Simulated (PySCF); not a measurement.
Results of a calculation; reference values are marked as such.
CH5O4Si

CH5O4Si is a small molecule (built as: C site whose three back bonds go to OSiH3, OH, OH; end group O), neutral, doublet. The structure, one conformer, was relaxed in the gas phase by PBE0-D3(BJ)/def2-SVP. No frequency run checks that it is a minimum.

SMILES: [O]C(O)(O)O[SiH3]

```xyz
11

C     0.170    0.234    0.952
O     0.568   -0.309   -0.277
Si   -0.299   -0.109   -1.729
O    -1.073   -0.168    1.349
O     1.063   -0.146    1.919
O     0.167    1.555    0.650
H     0.301    0.996   -2.525
H    -1.733    0.157   -1.443
H    -0.127   -1.398   -2.452
H    -0.953   -0.901    1.966
H     1.949    0.060    1.599
```
Atoms count from 1 in this order.

EPR values by unrestricted B3LYP, IGLO-III on C O Si, pcH-1 on H.

Question: Predict g and the largest hyperfine couplings. Where does the spin sit?

Answer: g = 2.0030, 2.0060, 2.0267. The spin sits on O6 (87 %, bonded to 1 C) by Mulliken populations.
```tsv
atom	isotope	isotropic (MHz)	dipolar, principal values (MHz)
O6	17O	-47.6	-254.6, 126.6, 128.0
O2	17O	-11.6	-64.6, 32.0, 32.6
C1	13C	-29.2	-4.2, -2.6, 6.8
O4	17O	-0.7	-8.0, 3.4, 4.5
H9	1H	4.3	-1.7, -1.3, 3.0
H11	1H	-1.1	-4.0, -3.3, 7.2
```
